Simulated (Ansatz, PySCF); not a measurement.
Mean bond length (Å) of eight molecules of H, C, N, O, S and their like: PBE-D3(BJ) beside B3LYP-D3(BJ), computed with Ansatz (a quantum-chemistry and plane-wave program) and PySCF for isolated molecules in the bases named; differences from unrounded values. The eight are the first of their class met in an unordered collection, after screening for sound electronic states; none was chosen by its value. Each level has its own optimised geometry.

```json
[
 {"molecule": "H3O4P, SMILES O=P(O)(O)O", "basis": "def2-SVP", "B3LYP-D3(BJ)": "1.317", "PBE-D3(BJ)": "1.330", "difference": "0.013"},
 {"molecule": "C2H7N, SMILES CCN", "basis": "def2-TZVP", "B3LYP-D3(BJ)": "1.165", "PBE-D3(BJ)": "1.172", "difference": "0.007"},
 {"molecule": "C5H9N, SMILES C=CC(N)C=C", "basis": "def2-SVP", "B3LYP-D3(BJ)": "1.206", "PBE-D3(BJ)": "1.213", "difference": "0.007"},
 {"molecule": "C₄H₁₀N₂, SMILES C=C[C@@H](N)CN", "basis": "def2-SVP", "B3LYP-D3(BJ)": "1.199", "PBE-D3(BJ)": "1.206", "difference": "0.007"},
 {"molecule": "1-methyl-3-methylideneazetidine (C₅H₉N), SMILES CN1CC(C1)=C", "basis": "def2-SVP", "B3LYP-D3(BJ)": "1.246", "PBE-D3(BJ)": "…", "difference": "…"},
 {"molecule": "C₆H₆O, SMILES C#C[C@@H]1CC=CO1", "basis": "def2-SVP", "B3LYP-D3(BJ)": "1.266", "PBE-D3(BJ)": "…", "difference": "…"},
 {"molecule": "(1-methylcyclopropyl)methanol (C5H10O), SMILES CC1(CO)CC1", "basis": "def2-SVP", "B3LYP-D3(BJ)": "1.240", "PBE-D3(BJ)": "…", "difference": "…"},
 {"molecule": "3,6-dihydro-2H-pyran (C₅H₈O), SMILES C1=CCOCC1", "basis": "def2-SVP", "B3LYP-D3(BJ)": "1.252", "PBE-D3(BJ)": "1.259", "difference": "0.007"}
]
```

Q: Fill in the missing entries. (Estimate from the structure and the level; the computed values follow.)

A: 
- (1-methylcyclopropyl)methanol (C5H10O), SMILES CC1(CO)CC1, PBE-D3(BJ): 1.246
- (1-methylcyclopropyl)methanol (C5H10O), SMILES CC1(CO)CC1, difference: 0.007
- C₆H₆O, SMILES C#C[C@@H]1CC=CO1, PBE-D3(BJ): 1.273
- C₆H₆O, SMILES C#C[C@@H]1CC=CO1, difference: 0.007
- 1-methyl-3-methylideneazetidine (C₅H₉N), SMILES CN1CC(C1)=C, PBE-D3(BJ): 1.253
- 1-methyl-3-methylideneazetidine (C₅H₉N), SMILES CN1CC(C1)=C, difference: 0.006

PBE-D3(BJ) lies below B3LYP-D3(BJ) in 0 and above it in 8 of the eight; the mean signed difference is 0.008 and the largest 0.013 Å.
